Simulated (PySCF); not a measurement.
Species: C5H12SSi2.
Structure used (GFN2-xTB), in Å, numbered top down from 1:
```xyz
20
C5H12SSi2 angstrom
C      0.207    2.149   -0.340
C     -0.122    0.872   -0.485
C     -1.545    0.457   -0.731
C     -2.097   -0.419    0.399
C     -1.488   -1.811    0.449
S      0.207   -1.848    1.126
Si     1.142   -0.526   -0.309
Si     3.212    0.116    0.471
H      1.223    2.455   -0.153
H     -0.522    2.943   -0.409
H     -1.602   -0.104   -1.669
H     -2.177    1.344   -0.830
H     -3.176   -0.531    0.257
H     -1.936    0.079    1.358
H     -2.061   -2.453    1.117
H     -1.462   -2.266   -0.542
H      1.095   -1.276   -1.579
H      3.158    0.860    1.730
H      3.826    0.990   -0.530
H      4.111   -1.020    0.666
```

Mayer bond orders were computed from the PBE0/pcSseg-1 density (PySCF). The structure is a single GFN2-xTB conformer in the gas phase; no vibrational or solvent corrections.

Question: The orders 0.83, 0.95, 1.02, 1.99 belong to the bonds C1–C2, C3–C4, S6–Si7, Si7–C2, in another order. Match them.

Answer: Si7–C2 0.83; S6–Si7 0.95; C3–C4 1.02; C1–C2 1.99.

Question: Set the orders of all bonds between heavy atoms beside their lengths and the difference of the ESP-fitted charges at their ends.

Answer: 
```tsv
bond	Mayer order	length (Å)	q(first) − q(second) (e)
C1–C2	1.989	1.326	-0.488
C3–C4	1.023	1.532	-0.270
C2–C3	1.018	1.503	+0.190
C4–C5	1.010	1.520	+0.396
C5–S6	1.009	1.825	-0.009
S6–Si7	0.955	2.163	-0.502
Si7–Si8	0.929	2.303	-0.041
Si7–C2	0.828	1.893	+0.195
```

Mayer orders depend on the basis set.
